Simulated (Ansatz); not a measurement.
Isolated molecules relaxed with PBE0-D4/def2-TZVP in Ansatz; ΔE leaves out vibrations. CCSD(T)/CBS is the MP2 limit (def2-TZVPP, def2-QZVPP) plus CCSD(T) − MP2 in def2-TZVPP, frozen cores. This one scheme is used for every species. DFT in def2-TZVPP. B3LYP here is the variant with VWN-RPA as its local correlation; programs differ in this. One conformer a species, not always the lowest.

Consider the formal exchange of groups at the Si–C bond: `N=C(O)[SiH3]` + `BOCO` → `OCOB[SiH3]` + `N=CO`.

CCSD(T)/CBS gives +2.8 kcal/mol.

Another level gave +1.6 kcal/mol. Which?
A. SCS-MP2/def2-TZVPP
B. B97M-V/def2-TZVPP
C. B3LYP-D4/def2-TZVPP
D. revPBE/def2-TZVPP

D. revPBE 1.6, B3LYP-D4 2.8, B97M-V 0.4, SCS-MP2/def2-TZVPP 3.9 kcal/mol.

What do rigid-rotor, harmonic-oscillator terms from PBE0-D4/def2-TZVP frequencies (298.15 K, 1 bar) make of the CCSD(T)/CBS value? (An estimate is asked.)

The calculation gave: ΔZPE = +1.0 kcal/mol, ΔH = +3.8 kcal/mol, ΔS = -2 J/(mol·K), ΔG = +4.0 kcal/mol. Modes under 50 cm⁻¹ make the entropy rough.

Largest T1 diagnostic among the species: 0.014.

At CCSD(T), def2-SVP lies −2.4 kcal/mol from the extrapolated value and def2-TZVPP −0.5 kcal/mol. Leaving LDA and LC-ωPBE aside and taking each functional with its dispersion term where it has one, the values, not all of them listed here, spread over 3.2 kcal/mol, from B97M-V to B2PLYP. LDA lies −0.8 kcal/mol from PBE without D4.
